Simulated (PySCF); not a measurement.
N-methylsilyl-N-silylmethanamine (C2H11NSi2), SMILES C[SiH2]N(C)[SiH3]. Atoms are numbered in the order given.

```xyz
16

Si    -1.7514     0.7705    -0.5694
N     -0.4338    -0.0027     0.2682
C     -0.5812    -0.1666     1.7091
Si     0.9585    -0.7361    -0.4957
C      2.5653     0.0466     0.0742
H     -3.0249    -0.0169    -0.4768
H     -1.3801     0.9335    -2.0039
H     -2.0286     2.1102     0.0425
H      0.3859    -0.3903     2.1889
H     -1.2735    -0.9868     1.9758
H     -0.9594     0.7558     2.1843
H      1.0104    -2.2019    -0.1772
H      0.7912    -0.5672    -1.9698
H      2.7006    -0.0503     1.1627
H      3.4225    -0.4453    -0.4124
H      2.5888     1.1173    -0.1800
```

Geometry: PBE0-D3(BJ)/def2-SVP. One conformer was computed; it need not be the lowest.

Two levels are set side by side: PBE/pcSseg-1 (PySCF) and KT2/pcSseg-1 (PySCF). GIAO shifts against NH3 (¹⁵N), TMS (²⁹Si), TMS (¹H), TMS (¹³C) at the same level; non-relativistic, no solvent, atoms listed together averaged. Differences are taken from unrounded values.

| quantity | KT2 |
|---|---|
| δ(²⁹Si) of Si1 (ppm) | -41.2 |
| δ(¹⁵N) of N2 (ppm) | 13.6 |
| δ(¹³C) of C3 (ppm) | 37.2 |
| δ(²⁹Si) of Si4 (ppm) | -17.9 |
| δ(¹³C) of C5 (ppm) | -1.4 |
| δ(¹H) of H12, H13 (ppm) | 5.20 |

Problem. What does PBE give, and how far is it from KT2? (Estimate from the structure and the level; the computed values follow.)

Solution. 
```json
[
 {"quantity": "δ(²⁹Si) of Si1 (ppm)", "PBE": "-43.7", "PBE minus KT2": "-2.5"},
 {"quantity": "δ(¹⁵N) of N2 (ppm)", "PBE": "15.9", "PBE minus KT2": "2.3"},
 {"quantity": "δ(¹³C) of C3 (ppm)", "PBE": "36.9", "PBE minus KT2": "-0.4"},
 {"quantity": "δ(²⁹Si) of Si4 (ppm)", "PBE": "-19.7", "PBE minus KT2": "-1.7"},
 {"quantity": "δ(¹³C) of C5 (ppm)", "PBE": "-1.8", "PBE minus KT2": "-0.4"},
 {"quantity": "δ(¹H) of H12, H13 (ppm)", "PBE": "5.21", "PBE minus KT2": "0.01"}
]
```

Rough cost on one machine, each run with all the roots and properties that it gave: KT2 against PBE within a factor of 2.
